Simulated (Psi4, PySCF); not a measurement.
Input for Psi4:
```
memory 2 GB

molecule {
0 1
N     2.55866277   -1.10403945   -0.05229455
Si    1.15175563   -0.77723189   -0.99375346
C     0.09576344    0.48123035   -0.02199139
Si    0.97478050    2.17505104    0.00933216
C    -0.18060913    0.01173278    1.41185906
C    -1.11122073   -1.20334654    1.38520114
Si   -2.35151271   -0.79174026    0.00193492
C    -1.28246139    0.61805557   -0.70057706
H     2.44403959   -1.41189608    0.89951187
H     3.30014705   -1.62853491   -0.48548801
H     0.35184830   -1.96450091   -1.35313877
H     1.66150044   -0.18938841   -2.23561960
H     0.12107639    3.12137022    0.74318519
H     2.26969339    2.09543522    0.68441510
H     1.14577763    2.67412430   -1.35659824
H     0.74959160   -0.20460651    1.94343829
H    -0.68393817    0.81548047    1.96074505
H    -1.56407652   -1.36517551    2.36267727
H    -0.54329909   -2.10311243    1.14624250
H    -3.64146641   -0.32142243    0.52194611
H    -2.57388256   -1.90387651   -0.92677421
H    -1.73767386    1.57945643   -0.44451275
H    -1.18913850    0.60378603   -1.78610904
}

set {
  basis sto-3g
  scf_type pk
  puream true
  d_convergence 1e-8
  dft_radial_points 99
  dft_spherical_points 590
}

energy('pbe0')
print_variables()
```

Q: Give the equivalent PySCF input.

A: This is not unique; one that fits is 
```python
from pyscf import gto, scf, dft

mol = gto.Mole()
mol.atom = '''
    N     2.558663   -1.104039   -0.052295
    Si    1.151756   -0.777232   -0.993753
    C     0.095763    0.481230   -0.021991
    Si    0.974781    2.175051    0.009332
    C    -0.180609    0.011733    1.411859
    C    -1.111221   -1.203347    1.385201
    Si   -2.351513   -0.791740    0.001935
    C    -1.282461    0.618056   -0.700577
    H     2.444040   -1.411896    0.899512
    H     3.300147   -1.628535   -0.485488
    H     0.351848   -1.964501   -1.353139
    H     1.661500   -0.189388   -2.235620
    H     0.121076    3.121370    0.743185
    H     2.269693    2.095435    0.684415
    H     1.145778    2.674124   -1.356598
    H     0.749592   -0.204607    1.943438
    H    -0.683938    0.815480    1.960745
    H    -1.564077   -1.365176    2.362677
    H    -0.543299   -2.103112    1.146243
    H    -3.641466   -0.321422    0.521946
    H    -2.573883   -1.903877   -0.926774
    H    -1.737674    1.579456   -0.444513
    H    -1.189139    0.603786   -1.786109
'''
mol.basis = 'sto-3g'
mol.charge = 0
mol.spin = 0
mol.verbose = 4
mol.build()

mf = dft.RKS(mol)
mf.xc = 'pbe0'
mf.grids.atom_grid = (99, 590)
mf.grids.prune = None
mf.kernel()
```

Both were run: Psi4 gave -1071.475535 Eh and PySCF -1071.475537 Eh, 0.002 mEh apart.
